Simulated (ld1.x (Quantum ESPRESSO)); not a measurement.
# Pseudopotential generation for mercury (Hg): PAW, PBE, scalar-relativistic.

* Element: Hg
* Generator: ld1.x (Quantum ESPRESSO) 7.5
* Type: PAW
* Functional: PBE
* Relativity: scalar-relativistic
* Frozen core: [Xe] 4f14
* Valence charge: 12
* Reference configuration: 5d9 6s0 6p0 (charge +3)
* Partial waves: 6s (bound, empty): rcut 0.95, rcutus 1.05 bohr; 6s channel at 2.2 Ry: rcut 0.95, rcutus 1.05 bohr; 6p (bound, empty): rcut 1.55, rcutus 1.90 bohr; 6p channel at 0.15 Ry: rcut 1.55, rcutus 1.90 bohr; 5d (bound): rcut 0.90, rcutus 1.15 bohr; 5d channel at -0.95 Ry: rcut 0.90, rcutus 1.15 bohr; 5f channel at 0.45 Ry: rc 2.00 bohr
* Local potential: the f channel
* Core correction: a·sin(br)/r model core, default radius (core density twice the valence density)
* Augmentation charge: BESSEL, radius 0.70 bohr

Problem. Does this generation succeed?

Solution. No. ld1.x (Quantum ESPRESSO) 7.5 stopped with "new_paw_hamiltonian: negative rho": the spherical valence density built from the smooth waves and the augmentation charge turned negative at some radius. The 6s radius of 1.05 bohr lies inside the outermost node of the all-electron wave at 1.07 bohr.
